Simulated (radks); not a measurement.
Ba+, 55 electrons, occupied as [Xe] 6s1.

Calculated with a radial shooting solver on a logarithmic mesh with Libxc functionals: Dirac Kohn-Sham, BLYP, spin-unpolarised, spherical densities, finite nucleus; Fermi nuclear charge, rms radius 4.8378 fm.

Energy parts (eV):
part                      energy
total                 -221487.55
kinetic                236431.97
electron-nucleus      -538311.33
Hartree                 85801.08
exchange-correlation    -5409.27

Orbitals (lengths in bohr, moments of r in powers of bohr; <r^-3> diverges for s and p1/2; r(max) is where P^2 peaks):
1s1/2: occ. 2; eigenvalue (eV) -37236.72; <r> 0.02558; <1/r> 60.70; r(max) 0.01642
2s1/2: occ. 2; eigenvalue (eV) -5888.145; <r> 0.1093; <1/r> 14.25; r(max) 0.09303
2p1/2: occ. 2; eigenvalue (eV) -5547.456; <r> 0.09192; <1/r> 14.24; r(max) 0.07106
2p3/2: occ. 4; eigenvalue (eV) -5165.557; <r> 0.09792; <r^-3> 6297; <1/r> 12.99; r(max) 0.07613
3s1/2: occ. 2; eigenvalue (eV) -1247.006; <r> 0.2917; <1/r> 5.119; r(max) 0.2666
3p1/2: occ. 2; eigenvalue (eV) -1103.931; <r> 0.2816; <1/r> 5.032; r(max) 0.2531
3p3/2: occ. 4; eigenvalue (eV) -1030.133; <r> 0.2935; <r^-3> 1247; <1/r> 4.723; r(max) 0.2642
3d3/2: occ. 4; eigenvalue (eV) -778.8855; <r> 0.2644; <r^-3> 202.6; <1/r> 4.585; r(max) 0.2132
3d5/2: occ. 6; eigenvalue (eV) -763.1511; <r> 0.2681; <r^-3> 185.5; <1/r> 4.506; r(max) 0.2164
4s1/2: occ. 2; eigenvalue (eV) -248.9246; <r> 0.6739; <1/r> 2.103; r(max) 0.6252
4p1/2: occ. 2; eigenvalue (eV) -196.9206; <r> 0.6969; <1/r> 1.998; r(max) 0.6372
4p3/2: occ. 4; eigenvalue (eV) -181.5071; <r> 0.7243; <r^-3> 261.1; <1/r> 1.897; r(max) 0.6614
4d3/2: occ. 4; eigenvalue (eV) -96.5585; <r> 0.7949; <r^-3> 34.40; <1/r> 1.670; r(max) 0.6907
4d5/2: occ. 6; eigenvalue (eV) -93.9405; <r> 0.8049; <r^-3> 31.21; <1/r> 1.645; r(max) 0.6988
5s1/2: occ. 2; eigenvalue (eV) -39.0724; <r> 1.636; <1/r> 0.8097; r(max) 1.469
5p1/2: occ. 2; eigenvalue (eV) -25.5550; <r> 1.858; <1/r> 0.7064; r(max) 1.621
5p3/2: occ. 4; eigenvalue (eV) -23.4551; <r> 1.942; <r^-3> 35.27; <1/r> 0.6712; r(max) 1.691
6s1/2: occ. 1; eigenvalue (eV) -7.5820; <r> 4.309; <1/r> 0.2932; r(max) 3.830

The highest occupied level is 6s1/2 at -7.582 eV. Summed over all electrons, <r^2> = 65.47 bohr^2, which gives a Langevin (diamagnetic) susceptibility term of -51.9 x 10^-6 cm^3/mol. The density falls to 0.001 e/bohr^3 at r = 4.71 bohr.
